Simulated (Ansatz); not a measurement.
Computed with Ansatz on PBE0-D4/def2-TZVP structures; ΔE is electronic, products minus reactants. CCSD(T)/CBS is the MP2 limit (def2-TZVPP, def2-QZVPP) plus CCSD(T) − MP2 in def2-TZVPP, frozen cores. Functionals use def2-TZVPP. B3LYP here is the variant with VWN-RPA as its local correlation; programs differ in this. One conformer a species, not always the lowest.

Reaction (isomerisation): `BOC(C)[SiH3]` → `BC([SiH3])OC`

`BOC(C)[SiH3]`:

```xyz
14

B     1.845    1.213   -0.703
O     0.753    0.453   -0.862
C     0.061   -0.138    0.244
C     0.061   -1.643    0.082
Si   -1.687    0.604    0.295
H     2.288    1.412    0.399
H     2.339    1.665   -1.694
H     0.584    0.133    1.172
H    -0.425   -1.935   -0.851
H    -0.471   -2.117    0.910
H     1.084   -2.030    0.068
H    -1.597    2.082    0.421
H    -2.416    0.052    1.469
H    -2.417    0.249   -0.949
```

`BC([SiH3])OC`:

Cartesian coordinates in Å:
```
B 0.483 -0.863 -1.660
C 0.057 -0.609 -0.231
Si 1.168 1.025 -0.232
O -1.287 -0.327 0.030
C -1.581 -0.163 1.391
H -0.224 -0.600 -2.586
H 1.612 -1.228 -1.835
H 0.525 -1.231 0.544
H 0.417 2.039 0.548
H 1.361 1.554 -1.610
H 2.494 0.760 0.377
H -1.040 0.687 1.828
H -2.652 0.022 1.471
H -1.332 -1.067 1.964
```

```
             level  ΔE (kJ/mol)  difference from CCSD(T)/CBS
         r2SCAN-D4        172.9                        -12.9
           PBE0-D4        171.7                        -14.1
          B3LYP-D4        182.0                         -3.8
           ωB97X-V        181.3                         -4.5
            B2PLYP        187.1                          1.3
               PBE        165.7                        -20.1
            r2SCAN        173.0                        -12.8
              PBE0        172.3                        -13.5
             B3LYP        183.3                         -2.5
SCS-MP2/def2-TZVPP        192.2                          6.4
   CCSD/def2-TZVPP        189.0                          3.2
CCSD(T)/def2-TZVPP        186.0                          0.2
     HF/def2-QZVPP        202.1                         16.3
SCS-MP2/def2-QZVPP        192.6                          6.8
      HF/CBS(def2)        202.2                         16.4
    CCSD/CBS(def2)        188.8                          3.0
       CCSD(T)/CBS        185.8                            0
```

Largest T1 diagnostic among the species: 0.013.

From PBE to PBE0 (25 % exact exchange), in def2-TZVPP and without D4, ΔE moves by +6.6 kJ/mol. In def2-TZVPP, CCSD(T) changes the Hartree–Fock value by −15.5 kJ/mol (the triples alone add −3.0 kJ/mol) and MP2 by −11.5 kJ/mol.
